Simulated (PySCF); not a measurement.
Species: C8H7S (doublet state).
Geometry (GFN2-xTB, Å), atoms numbered from 1 in this order:
```xyz
16
C8H7S angstrom
C     -2.0104   -1.0772    0.4274
C     -2.1264    0.2836   -0.0394
C     -1.5530    1.3665   -0.4255
C     -0.0455    1.5472   -0.5213
C      0.3976    2.7123   -0.9179
S      0.6805    4.1707   -1.4101
C      0.7966    0.4726   -0.1837
C      1.5289   -0.4406    0.1002
C      2.4110   -1.5331    0.4420
H     -2.4851   -1.7649   -0.2739
H     -2.4820   -1.1896    1.4047
H     -0.9501   -1.3449    0.5181
H     -2.0950    2.2522   -0.7184
H      1.9736   -2.4833    0.1331
H      2.5843   -1.5561    1.5186
H      3.3672   -1.4064   -0.0654
```

The hyperfine couplings belong to this conformer and change with its torsions.

As a line formula: `C/[C]=C\C(=C=S)C#CC` [radical].

Method: UKS B3LYP, pcH-1 on C H S, non-relativistic, mean-field spin-orbit, GIAO in PySCF. Isolated species at its GFN2-xTB geometry (one conformer only). Couplings are sensitive to structure, and on GFN2-xTB geometries they can be far from those on DFT ones. Stability of the SCF solution: not tested.

Q: Break the g tensor into its mass correction, gauge correction and orbital-Zeeman/spin–orbit terms.

A: 
```tsv
Δg (ppm)	1	2	3
relativistic mass correction	-154	-154	-154
gauge correction	6	46	-23
orbital Zeeman/spin–orbit	-328	408	1111
total	-476	300	933
```

So g = 2.00184, 2.00262, 2.00325 and g_iso = 2.00257; the tensor is rhombic: the two nearest values differ by 45 % of g3 − g1. Axes: g1 points within 3° of the C3–C4 bond and g2 points within 7° of the C1–C2 bond.

Q: Average each term over the three axes. Which is largest in size?

A: The orbital-Zeeman/spin–orbit term 397, the mass correction -154 and the gauge correction 10 ppm, for a total of 252 ppm. The orbital-Zeeman/spin–orbit term is the largest in size. The mass correction is the same along every axis, so the anisotropy comes from the other two: their spans along these axes are 70 (gauge) and 1439 ppm (orbital Zeeman/spin–orbit).

Q: At 9.718 GHz, how far is the centre of the isotropic spectrum from where a free electron (g = 2.002319) resonates?

A: B = hν/(g μB) with μB/h = 13.99624 MHz/mT gives 346.76 mT for the free electron and 346.72 mT at g_iso, 0.04 mT lower.

Q: In a frozen sample, at which fields do the three g values resonate at 9.5, 34, 94 and 263 GHz (hyperfine left aside), and which band first spreads them over more than twice a line width of 0.5 mT?

A: 
```
band    GHz  B(g3) mT  B(g2) mT  B(g1) mT  spread mT
   X    9.5    338.83    338.93    339.06       0.24
   Q   34.0   1212.64   1213.02   1213.49       0.85
   W   94.0   3352.59   3353.65   3354.95       2.36
   J  263.0   9380.12   9383.09   9386.73       6.60
```

The spread grows in proportion to the frequency. W band is the first where it exceeds 1.0 mT.

The Mulliken spin populations are largest on C2 (+0.96), C3 (-0.15), C4 (+0.09) and H12 (+0.07). C2 is the only atom above +0.15. The positive populations add up to 1.23 and the negative ones to -0.23, together 2S = 1.

The HOMO–LUMO gaps are 3.27 eV among the α and 2.86 eV among the β orbitals.
